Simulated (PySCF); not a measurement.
# What a mistake does to a calculation on AlBH8Si2

All numbers below are calculated, not measured. They come from PySCF 2.14.0, an open-source quantum chemistry program, on an isolated molecule that a program drew, which may never have been made. The molecule is AlBH8Si2 (charge 0, singlet), drawn as the SMILES string `[AlH2][BH][SiH2][SiH3]`.

Each row is a Hartree-Fock (HF) and frozen-core CCSD(T) single point in the cc-pV(D+d)Z basis, meant for a local HF minimum. Run 1 is clean. Each other run has one planted mistake out of seven kinds, and not every kind appears here: one electron removed, one electron added, multiplicity raised by two, geometry at a saddle point, minimal basis STO-3G, one bond length entered in bohr, all coordinates scaled. The reference is restricted for singlets and unrestricted otherwise, and also for a bond in bohr. Adding or removing an electron swaps singlet and doublet. Electrons count all cores. HOMO and LUMO are orbital energies over both spins, the gradient is its largest component, and the lowest frequency (negative if imaginary) is given only where the gradient is small. Bond lengths are over the 11 bonds as drawn. T1 is the CCSD diagnostic: over 0.02 (restricted) or 0.045 (unrestricted) a single reference is doubtful.

Geometry of the clean run:
```xyz
12
AlBH8Si2, angstrom
Al    1.8634    0.7897    2.2723
B    -0.1096    1.5487    1.9132
Si   -1.6115    0.6025    0.9140
Si   -1.6926    1.4587   -1.3021
H     2.1982    0.0296    3.6239
H     3.0134    0.9604    1.1929
H    -0.3932    2.6615    2.2823
H    -1.4175   -0.8701    0.8173
H    -2.9373    0.8359    1.5466
H    -2.7601    0.7815   -2.0771
H    -1.9676    2.9162   -1.2838
H    -0.3966    1.2367   -1.9905
```

| run | electrons | basis functions | <S^2> | HOMO (eV) | LUMO (eV) | gradient (hartree/bohr) | lowest frequency (cm^-1) | mean bond (Å) | longest bond (Å) | T1 | HF (hartree) | CCSD(T) (hartree) | mistake |
|---|---|---|---|---|---|---|---|---|---|---|---|---|---|
| 1 | 54 | 123 | 0.000 | -9.70 | 0.80 | 1.3e-05 | 31 | 1.6694 | 2.377 | 0.0146 | -849.07452 | -849.51635 | no fault |
| 2 | 54 | 123 | 0.000 | -9.86 | 0.90 | 5.6e-02 | - | 1.5375 | 2.189 | 0.0149 | -849.00600 | -849.44982 | all coordinates scaled |
| 3 | 54 | 123 | 2.020 | -7.71 | -1.04 | 3.1e-02 | - | 1.6694 | 2.377 | 0.0206 | -848.99919 | -849.43300 | multiplicity raised by two |
| 4 | 55 | 123 | 0.762 | -1.48 | 5.31 | 3.4e-02 | - | 1.6694 | 2.377 | 0.0142 | -849.08396 | -849.54698 | ? |

**Which mistake was planted in run 4, and what did it cost?**

It counts 55 electrons, one more than the clean run, at the same geometry and basis. So the mistake is: one electron added. Subtracting run 1 and multiplying by 627.51 kcal/mol a hartree, the energy moved by -5.9 kcal/mol in HF and -19.2 kcal/mol in CCSD(T).

